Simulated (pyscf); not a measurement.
Single points on ωB97X-D3(BJ)/def2-SVP structures (PySCF, gas phase). Correlated levels are frozen-core, on RHF or UHF. ΔMP2 is the change of the MP2 total energy from the triple- to the quadruple-zeta basis.

Task: HO–SiH: (SMILES O[SiH]) [singlet] + HO–SiH₃ (SMILES O[SiH3]) -> HO–SiH(OH)–SiH₃ (SMILES O[SiH](O)[SiH3])
Surface: singlet. Broken: O–Si. Formed: O–Si, Si–Si. Give ΔE‡ and ΔE from CCSD(T)/def2-TZVPP + ΔMP2(QZVPP), relative to the separated reactants.

Result: ΔE‡ = -0.02 eV, ΔE = -2.03 eV. Zero-point energy shifts the barrier by +0.06 eV. It is an insertion, with an imaginary mode of 223i cm⁻¹. On the reactant side the descent ends in an adduct with a O–Si contact, 0.48 eV under the separated species and 0.20 eV under the saddle at ωB97X-D3(BJ)/def2-TZVP. At CCSD(T) the saddle lies under the separated reactants, which points to a path from their complex (located at ωB97X-D3(BJ) alone). What is counted as formed (O–Si) is already present as a longer contact in the reactant adduct; forming that adduct is a step of its own. At ωB97X-D3(BJ)/def2-TZVP the barrier from the zero used here is -0.28 eV. HO–SiH(OH)–SiH₃ lies 1.25 eV over its isomer HO–SiH₂–O–SiH₃ (electronic energy, ωB97M-D3(BJ)/def2-TZVP). One saddle was located; it need not be the lowest between these sides. The CCSD(T) − MP2 part came from Ansatz, without density fitting, on the same reference.
